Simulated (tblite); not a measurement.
C5H9NO2Si.
Cartesian coordinates in Å at the GFN2-xTB level; atoms count from 1:
```xyz
18
C5H9NO2Si angstrom
N      1.8578    0.5190    2.1432
C      1.5243    0.6310    1.0557
C      1.1330    0.7470   -0.3348
C      1.0495   -0.6562   -0.9707
C      0.1092   -1.5916   -0.2142
Si    -1.6380   -0.8610    0.0342
O     -1.5658    0.5061    0.9219
C     -0.9310    1.6642    0.5233
O     -0.0650    1.4943   -0.5494
H      1.9247    1.3189   -0.8471
H      0.6983   -0.5205   -1.9955
H      2.0599   -1.0738   -1.0052
H      0.5457   -1.8163    0.7623
H      0.0564   -2.5362   -0.7557
H     -2.2336   -0.6275   -1.2850
H     -2.4377   -1.6603    0.9449
H     -0.4182    2.0874    1.4020
H     -1.6782    2.3818    0.1585
```

Calculated harmonic vibrations of the isolated species, GFN2-xTB (tblite), most abundant isotopes, no scaling. Against measured fundamentals such values can be off by several per cent, at times by over 20. Modes of hydrogen on silicon can be 10 to 20 % off. One conformer, not necessarily the lowest.

Harmonic wavenumbers (cm⁻¹): 56.1, 117.6, 145.9, 185.9, 203.5, 261.6, 295.4, 348.8, 408.4, 489.7, 543.3, 596.1, 628.2, 665.1, 681.2, 719.9, 751.5, 769.9, 814.7, 835.6, 913.8, 976.1, 1010.0, 1077.5, 1090.0, 1103.8, 1114.0, 1127.2, 1193.2, 1236.9, 1254.2, 1284.8, 1305.3, 1331.6, 1347.5, 1467.6, 1468.4, 1481.5, 2234.5, 2369.9, 2404.4, 2848.6, 2865.1, 2918.9, 2954.9, 2967.7, 2989.0, 2999.9.

A = 1922, B = 1370, C = 1157 MHz; mass 143.040 u (most abundant isotopes); point group C1, symmetry number 1.

Zero-point energy?

Half the sum of the wavenumbers: 29427 cm⁻¹ = 84.14 kcal/mol.

Entropy at 400 K, 1 bar (ideal gas, RRHO, classical rotation)?

Translation 42.27, rotation 29.92, vibration 35.00: S = 107.2 cal/(mol K).

And Cp and H(400 K) − H(0)?

Cp = 47.75 cal/(mol K), of which vibrations give 39.80 (their classical limit is 48 R = 95.4); H(400 K) − H(0) = 10.89 kcal/mol without the zero-point energy, 7.71 from vibrations.

Blend soft modes into free rotors: weight 1/[1 + (100 cm⁻¹/ν̃)⁴] for the oscillator and the rest for a rotor with moment μB/(μ + B), μ = h/(8π²ν), B = 10⁻⁴⁴ kg m². What vibrational entropy results?

33.31 cal/(mol K) in place of 35.00, which changes −T·S at 400 K by +0.68 kcal/mol.

How do the functions run with temperature in this model?

| T (K) | S (cal/(mol K)) | Cp (cal/(mol K)) | H − H(0) (kcal/mol) | G − H(0) (kcal/mol) | ln q(vib) |
| --- | --- | --- | --- | --- | --- |
| 50 | 57.5 | 11.5 | 0.46 | -2.41 | 0.28 |
| 100 | 67.1 | 16.9 | 1.17 | -5.54 | 1.10 |
| 298.15 | 94.7 | 37.6 | 6.54 | -21.70 | 5.47 |
| 373.15 | 104.0 | 45.2 | 9.65 | -29.15 | 7.26 |
| 500 | 118.8 | 56.0 | 16.10 | -43.29 | 10.35 |
| 750 | 144.5 | 70.7 | 32.09 | -76.29 | 16.35 |
| 1000 | 166.2 | 80.0 | 51.00 | -115.21 | 21.98 |

q(vib) and H(0) count from the zero-point level.

Which modes carry the vibrational entropy at 400 K?

56.1 cm⁻¹: 5.17; 117.6 cm⁻¹: 3.71; 145.9 cm⁻¹: 3.29; 185.9 cm⁻¹: 2.82; 203.5 cm⁻¹: 2.65; 261.6 cm⁻¹: 2.18 cal/(mol K); the other 42 give 15.17 together.

Hindered rotation and anharmonicity are outside this model. Other conformers, if any are populated, would add a mixing term that is left out. The structure is chiral; the term R ln 2 for an equal mix with its mirror image is left out.

On one thread, Arm Neoverse V1 (aarch64), no GPU (shared host), this took 0.72 s wall. The figure is for the frequency step alone.
